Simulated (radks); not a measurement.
Results of a calculation; reference values are marked as such.
Task: Ce V, 54 electrons, occupied as [Kr] 4d10 4f(up 0.5, down 0.5) 5s2 5p(up 2.5, down 2.5) (fractional occupations, a model configuration). Code: a radial shooting solver on a logarithmic mesh with Libxc functionals. Model: scalar-relativistic Kohn-Sham, LDA (Slater exchange, Perdew-Wang correlation), spin-polarised, spherical densities, finite nucleus; Fermi nuclear charge, rms radius 4.8771 fm. Some entries of the table are withheld. Estimate them.

orbital,occ.,eigenvalue (hartree),<r^2> (bohr^2)
1s,2,(1),0.0008221
2s,2,-238.1598,0.01308
2p,6,(2),0.01042
3s,2,-52.37411,0.08894
3p,6,-44.55077,0.08890
3d,10,(3),0.07588
4s,2,-11.69950,0.4585
4p,6,(4),0.5178
4d,10,-5.45719,0.6406
5s,2,-2.83026,2.439
5p,5,-2.15415,(5)
4f,1,-1.57725,1.301

Result: 
(1) 1s eigenvalue (hartree): -1479.678
(2) 2p eigenvalue (hartree): -213.5712
(3) 3d eigenvalue (hartree): -33.40268
(4) 4p eigenvalue (hartree): -9.14187
(5) 5p <r^2> (bohr^2): 3.121
